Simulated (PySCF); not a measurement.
C₅H₇NOSi.
Bonds: Si1–O2, O2–C3, C3–C4 (aromatic), C4–C5 (aromatic), C5–N6 (aromatic), N6–C7 (aromatic), C7–C8 (aromatic), C3–C8 (aromatic). Hydrogens: H9, H10, H11 on Si1; H12 on C4; H13 on C5; H14 on C7; H15 on C8.

The same species was optimised twice, with GFN2-xTB and with PBE0-D3(BJ)/def2-SVP (PySCF), and the same property calculations (PySCF, gas phase) were run on both structures.

```
      coordinate  GFN2-xTB  PBE0-D3(BJ)/def2-SVP  change
      Si1–O2 (Å)     1.632                 1.685  +0.053
       C5–N6 (Å)     1.322                 1.333  +0.011
       C7–C8 (Å)     1.384                 1.394  +0.010
       N6–C7 (Å)     1.321                 1.329  +0.008
       C4–C5 (Å)     1.383                 1.390  +0.007
       C3–C8 (Å)     1.392                 1.399  +0.007
       O2–C3 (Å)     1.339                 1.344  +0.005
       C3–C4 (Å)     1.395                 1.398  +0.003
   Si1–O2–C3 (°)     133.9                 128.3    -5.6
    C5–N6–C7 (°)     117.7                 117.0    -0.7
    C4–C5–N6 (°)     123.7                 124.1    +0.4
    N6–C7–C8 (°)     123.8                 124.1    +0.3
    O2–C3–C8 (°)     123.2                 123.5    +0.3
    O2–C3–C4 (°)     118.8                 118.5    -0.3
    C3–C4–C5 (°)     118.4                 118.4     0.0
    C3–C8–C7 (°)     118.4                 118.3    -0.1
Si1–O2–C3–C4 (°)       180                   178      -2
```

Rotational constants: A = 5264, B = 1022, C = 864.4 MHz (GFN2-xTB) against A = 5095, B = 1027, C = 863.3 MHz (PBE0-D3(BJ)/def2-SVP). Atoms that the bonding makes alike are paired by their places after alignment.

On the GFN2-xTB structure: lowest singlet, TDDFT (eV) 5.32 [wB97X-D/def2-SVPD]; isotropic polarisability (au) 91.2 [wB97X-D/def2-SVPD]; HOMO (eV) -9.32 [wB97X-D/def2-SVPD]; LUMO (eV) 1.19 [wB97X-D/def2-SVPD]; dipole (D) 2.68 [wB97X-D/def2-SVPD]; HOMO (eV) -7.40 [PBE0/pcSseg-1]; LUMO (eV) -0.51 [PBE0/pcSseg-1]; dipole (D) 2.75 [PBE0/pcSseg-1]; GIAO shielding of Si1 (ppm) 390.9 [PBE0/pcSseg-1]; GIAO shielding of O2 (ppm) 234.8 [PBE0/pcSseg-1]; GIAO shielding of C3 (ppm) 18.2 [PBE0/pcSseg-1]; GIAO shielding of C4/C8 (mean) (ppm) 69.6 [PBE0/pcSseg-1]; GIAO shielding of C5/C7 (mean) (ppm) 29.9 [PBE0/pcSseg-1]; GIAO shielding of N6 (ppm) -72.7 [PBE0/pcSseg-1].

Problem. What do these properties become on the PBE0-D3(BJ)/def2-SVP structure?

Solution. 
| property | level | on GFN2-xTB | on PBE0-D3(BJ)/def2-SVP | change |
| --- | --- | --- | --- | --- |
| lowest singlet, TDDFT (eV) | wB97X-D/def2-SVPD | 5.32 | 5.34 | +0.02 |
| isotropic polarisability (au) | wB97X-D/def2-SVPD | 91.2 | 93.3 | +2.1 |
| HOMO (eV) | wB97X-D/def2-SVPD | -9.32 | -9.29 | +0.03 |
| LUMO (eV) | wB97X-D/def2-SVPD | 1.19 | 1.16 | -0.03 |
| dipole (D) | wB97X-D/def2-SVPD | 2.68 | 2.80 | +0.12 |
| energy, GFN2-xTB geometry as zero (kcal/mol) | wB97X-D/def2-SVPD | 0.0 | -3.1 | -3.1 |
| HOMO (eV) | PBE0/pcSseg-1 | -7.40 | -7.45 | -0.05 |
| LUMO (eV) | PBE0/pcSseg-1 | -0.51 | -0.54 | -0.03 |
| dipole (D) | PBE0/pcSseg-1 | 2.75 | 2.83 | +0.08 |
| energy, GFN2-xTB geometry as zero (kcal/mol) | PBE0/pcSseg-1 | 0.0 | -2.4 | -2.4 |
| GIAO shielding of Si1 (ppm) | PBE0/pcSseg-1 | 390.9 | 385.9 | -5.0 |
| GIAO shielding of O2 (ppm) | PBE0/pcSseg-1 | 234.8 | 228.3 | -6.5 |
| GIAO shielding of C3 (ppm) | PBE0/pcSseg-1 | 18.2 | 16.3 | -1.9 |
| GIAO shielding of C4/C8 (mean) (ppm) | PBE0/pcSseg-1 | 69.6 | 67.5 | -2.1 |
| GIAO shielding of C5/C7 (mean) (ppm) | PBE0/pcSseg-1 | 29.9 | 27.2 | -2.7 |
| GIAO shielding of N6 (ppm) | PBE0/pcSseg-1 | -72.7 | -75.5 | -2.8 |

The heavy atoms differ by 0.041 Å rms after alignment. Among bonds between heavy atoms Si1–O2 changes most (+0.053 Å). Changes are differences of the printed values. Neither structure is proved a minimum here.

Shape of the structure used: `[SiH3:1][O:2][c:3]1[cH:4][cH:5][n:6][cH:7][cH:8]1`: Si1–O2–C3–C4 178°.

The pairwise dispersion term of wB97X-D wasn't added to the energies; at a given geometry it leaves orbitals and properties as they are.
